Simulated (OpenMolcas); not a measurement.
## A ladder of methods for SiH2Br2 (dibromosilane)

The species is SiH2Br2 (5 atoms), meant as a singlet with charge 0. As SMILES, `Br[SiH2]Br`. The coordinates come from a PBE0-D4/def2-TZVP relaxation.

```xyz
5

Br   -1.6727   -1.2393    0.3623
Si    0.1582   -0.0463    0.0547
Br   -0.2956    1.8142   -1.0420
H     1.1034   -0.8432   -0.7517
H     0.7066    0.3146    1.3767
```

Each level gives the vertical energy of the triplet above the singlet (eV). The values are calculated.

```
                                   level                   kind     program  value (eV)  CPU time (all runs)
                             HF/def2-SVP           Hartree–Fock  OpenMolcas        7.82                 31 s
                          SVWN5/def2-SVP                    LDA  OpenMolcas        5.87                 56 s
                          M06-L/def2-SVP               meta-GGA  OpenMolcas        6.25              1.7 min
                           TPSS/def2-SVP               meta-GGA  OpenMolcas           ?                2 min
                         r2SCAN/def2-SVP               meta-GGA  OpenMolcas           ?              1.9 min
                         M06-2X/def2-SVP        hybrid meta-GGA  OpenMolcas        6.90                 89 s
                           PBE0/def2-SVP          global hybrid  OpenMolcas        6.42                 58 s
CCSD(T)/def2-SVP, open shells restricted  coupled cluster or CI  OpenMolcas        7.13              3.2 min
```

Estimate the missing values from the other rows.

As computed at these levels: TPSS/def2-SVP: 6.11 eV; r2SCAN/def2-SVP: 6.28 eV. CCSD(T)/def2-SVP, open shells restricted is the highest level here, not the true value. All-electron rows without a relativistic Hamiltonian named are non-relativistic. Spin-orbit coupling, which can split open shells on such heavy atoms by tenths of an eV, is left out. The values span 5.87 to 7.82 eV. A triplet this far above the singlet is often a Rydberg-like or dissociative state; sets without diffuse functions put Rydberg states too high. In the correlated wave-function rows the outer d shell of Br is correlated, in sets not made for it. CPU times are rough (shared hosts, several kinds of processor): they show what a rung costs within a factor of a few.
